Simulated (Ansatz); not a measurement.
Consider the substitution at a C–Ge bond: `[CH3][GeH3]` + `CB(O)[SeH]` → `COB(C)[SeH]` + GeH₄.

Program: Ansatz. Geometries: PBE0-D4/def2-TZVP. ΔE: electronic, gas phase. CBS: MP2 limit from def2 TZ/QZ plus the TZ coupled-cluster correction, frozen cores. Functionals use def2-TZVPP. B3LYP here is the variant with VWN-RPA as its local correlation; programs differ in this. For Ge, Se outer-core shells are correlated without core-valence functions, which leaves a few kJ/mol of doubt a bond. Scalar relativity is left out up to krypton. One conformer a species, not always the lowest.

`[CH3][GeH3]`:

Cartesian coordinates in Å:
```
C -0.756 -0.707 0.034
Ge 0.669 0.626 -0.030
H -0.839 -1.125 1.038
H -1.711 -0.254 -0.235
H -0.547 -1.519 -0.664
H 0.379 1.770 0.958
H 0.785 1.221 -1.445
H 2.019 -0.012 0.344
```

`CB(O)[SeH]`:

```xyz
9

C     1.136    0.047    0.402
B    -0.358   -0.019   -0.076
O    -0.722    0.072   -1.381
Se   -1.778   -0.241    1.248
H     1.717   -0.759   -0.059
H     1.258   -0.034    1.482
H     1.595    0.990    0.084
H     0.028    0.180   -1.974
H    -2.876   -0.236    0.274
```

`COB(C)[SeH]`:

```xyz
12

C     1.220   -1.580   -0.610
O     0.408   -0.455   -0.873
B    -0.200    0.260    0.096
C    -1.081    1.493   -0.295
Se    0.051   -0.289    1.978
H     0.647   -2.364   -0.106
H     2.076   -1.306    0.014
H     1.582   -1.961   -1.564
H    -1.098    1.639   -1.377
H    -0.705    2.408    0.172
H    -2.110    1.367    0.054
H    -0.789    0.788    2.510
```

GeH₄:

Z-matrix (Å, degrees):
```
Ge
H 1 1.534
H 1 1.534 2 109.5
H 1 1.534 2 109.5 3 -120.0
H 1 1.534 2 109.5 3 120.0
```

```csv
level,ΔE (kJ/mol),difference from CCSD(T)/CBS
PBE-D4,71.5,-4.2
r2SCAN-D4,72.8,-2.9
PBE0-D4,73.7,-2.0
B3LYP-D4,67.9,-7.8
ωB97M-V,73.0,-2.7
PBE,73.9,-1.8
r2SCAN,73.6,-2.1
PBE0,75.8,0.1
B3LYP,71.7,-4.0
HF/def2-TZVPP,68.7,-7.0
CCSD(T)/def2-TZVPP,74.5,-1.2
HF/def2-QZVPP,67.6,-8.1
MP2/def2-QZVPP,81.1,5.4
SCS-MP2/def2-QZVPP,76.0,0.3
MP2/CBS(def2),82.0,6.3
CCSD/CBS(def2),76.3,0.6
CCSD(T)/CBS,75.7,0
```

Largest T1 diagnostic among the species: 0.012.

In def2-TZVPP, CCSD(T) changes the Hartree–Fock value by +5.7 kJ/mol (the triples alone add −0.6 kJ/mol) and MP2 by +12.1 kJ/mol. The D4 term adds −3.7 kJ/mol with B3LYP and −2.2 kJ/mol with PBE0; it sums over pairs of atoms, weighted by their polarisabilities, and B3LYP, whose exchange is more repulsive, gets the larger term.
